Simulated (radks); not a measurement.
Results of a calculation; reference values are marked as such.
The nuclear charge of the scandium ion Sc+ is varied continuously with 20 electrons held in [Ar] 3d1 4s1. Level of theory: scalar-relativistic Kohn-Sham, SCAN, spin-polarised, spherical densities, finite nucleus; open shells are filled with parallel spins first; meta-GGA in the generalised Kohn-Sham scheme; Fermi nuclear charge, rms radius 3.5459 fm (a radial shooting solver on a logarithmic mesh with Libxc functionals). By the Hellmann-Feynman theorem dE/dZ = E(electron-nucleus)/Z, the electronic potential at the nucleus (averaged over a nucleus of fixed radius). The scalar-relativistic energy here is not variational (the density holds large components alone), so the two differ by a part that grows with Z.

| Z | E (hartree) | E(electron-nucleus)/Z (hartree) | HOMO | e(HOMO) (eV) | <r> HOMO (bohr) |
|---|---|---|---|---|---|
| 20.5 | -721.66706 | -83.5441 | 3d | -4.610 | 2.170 |
| 20.75 | -742.72873 | -84.8653 | 3d | -7.217 | 1.908 |
| 21 | -764.12078 | -86.1816 | 3d | -10.203 | 1.726 |
| 21.5 | -807.89106 | -88.8066 | 4s | -14.872 | 3.022 |
| 21.75 | -830.26901 | -90.1169 | 4s | -17.289 | 2.898 |

 No converged solution with all levels bound was reached at Z = 21.25, 22.
